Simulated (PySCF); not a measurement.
Assigning NMR signals

Molfile (atoms numbered from 1):
```
C8H8F2
     RDKit          3D

 18 17  0  0  0  0  0  0  0  0999 V2000
   -2.8879    1.1206   -0.4305 C   0  0  0  0  0  0  0  0  0  0  0  0
   -2.0662    0.6120    0.2745 C   0  0  0  0  0  0  0  0  0  0  0  0
   -1.0517   -0.0274    1.0931 C   0  0  0  0  0  0  0  0  0  0  0  0
   -0.2250   -0.9683    0.2546 C   0  0  0  0  0  0  0  0  0  0  0  0
   -0.2644   -2.2803    0.4054 C   0  0  0  0  0  0  0  0  0  0  0  0
    0.6537   -0.2962   -0.7722 C   0  0  0  0  0  0  0  0  0  0  0  0
    1.8445    0.3202   -0.1029 C   0  0  0  0  0  0  0  0  0  0  0  0
    2.0712    1.6162   -0.0519 C   0  0  0  0  0  0  0  0  0  0  0  0
    1.3122    2.5624   -0.5978 F   0  0  0  0  0  0  0  0  0  0  0  0
    3.1158    2.1817    0.5516 F   0  0  0  0  0  0  0  0  0  0  0  0
   -3.6188    1.5759   -1.0293 H   0  0  0  0  0  0  0  0  0  0  0  0
   -0.4087    0.7481    1.5225 H   0  0  0  0  0  0  0  0  0  0  0  0
   -1.5385   -0.5688    1.9077 H   0  0  0  0  0  0  0  0  0  0  0  0
   -0.8932   -2.7522    1.1412 H   0  0  0  0  0  0  0  0  0  0  0  0
    0.3264   -2.9401   -0.2073 H   0  0  0  0  0  0  0  0  0  0  0  0
    1.0003   -1.0345   -1.4981 H   0  0  0  0  0  0  0  0  0  0  0  0
    0.0795    0.4734   -1.2915 H   0  0  0  0  0  0  0  0  0  0  0  0
    2.5420   -0.3364    0.3925 H   0  0  0  0  0  0  0  0  0  0  0  0
  1  2  3  0
  2  3  1  0
  3  4  1  0
  4  5  2  0
  4  6  1  0
  6  7  1  0
  7  8  2  3
  8  9  1  0
  8 10  1  0
  1 11  1  0
  3 12  1  0
  3 13  1  0
  5 14  1  0
  5 15  1  0
  6 16  1  0
  6 17  1  0
  7 18  1  0
M  END
```

[PySCF 2.14: coordinates at the GFN2-xTB level; PBE0/pcSseg-1 with gauge-including orbitals; non-relativistic; one computed conformer; equivalent nuclei averaged; isolated molecule]

References, each an isolated molecule treated in the same way: TMS for ¹³C (σref 186.93), ¹H (σref 31.72).

Question: Assign these signals to the numbered atoms. ¹³C{¹H} NMR (computed): δ 171.1 (C), 153.4 (C), 119.4 (CH2), 86.7 (C), 84.6 (CH), 76.5 (CH), 33.4 (CH2), 27.1 (CH2).

Answer: 
171.1 → C8, fully substituted alkene carbon
153.4 → C4, fully substituted alkene carbon: as expected for a trigonal carbon in a double bond
119.4 → C5, terminal =CH2 carbon: as expected for a trigonal carbon in a double bond
86.7 → C2, alkyne carbon: sp carbons lie upfield of alkene carbons because the cylindrical π system leaves one tensor component strongly shielded
84.6 → C7, alkene CH
76.5 → C1, terminal alkyne carbon: sp carbons lie upfield of alkene carbons because the cylindrical π system leaves one tensor component strongly shielded
33.4 → C6, allylic sp3 CH2: saturated and bonded to C and H only
27.1 → C3, allylic sp3 CH2

Question: Assign these signals to the numbered atoms. ¹H NMR (500 MHz, computed): δ 5.23 (m, 1H), 5.18 (m, 1H), 4.15 (m, 1H), 3.15 (d, 2H), 3.04 (d, 2H), 1.47 (t, 1H).

Answer: 
| δ (ppm) | atoms | environment | reason |
| --- | --- | --- | --- |
| 5.23 | H15 | hydrogen on a terminal =CH2 carbon | a vinylic proton, deshielded by the sp2 carbon and the C=C anisotropy |
| 5.18 | H14 | hydrogen on a terminal =CH2 carbon | – |
| 4.15 | H18 | hydrogen on an alkene CH | olefinic region |
| 3.15 | H16/H17 | hydrogen on an allylic sp3 CH2 | allylic position |
| 3.04 | H12/H13 | hydrogen on an allylic sp3 CH2 | – |
| 1.47 | H11 | hydrogen on a terminal alkyne carbon | it lies on the axis of the triple bond, in its shielding cone |

H15 and H14; H16/H17 and H12/H13 lie closer than the usual error of such a calculation, so a measured spectrum could show them in the other order.

Splittings by ¹⁹F in the carbon and heteronuclear signals aren't shown, as no couplings were computed. Shifts are as computed. Against solution values, carbons near 30 ppm lie about +3 ppm off and those near 130 ppm about +5 ppm. Of 1309 compounds with measured shifts, 239 miss one by over three times the rms of a fit or turn the order of signals round; such compounds aren't used in these exercises. No couplings were computed; multiplicities are counted from neighbouring protons, with m where these are inequivalent, close in shift, in a saturated or five-membered ring or joined by F or P, and br s for small geminal =CH2 splittings.
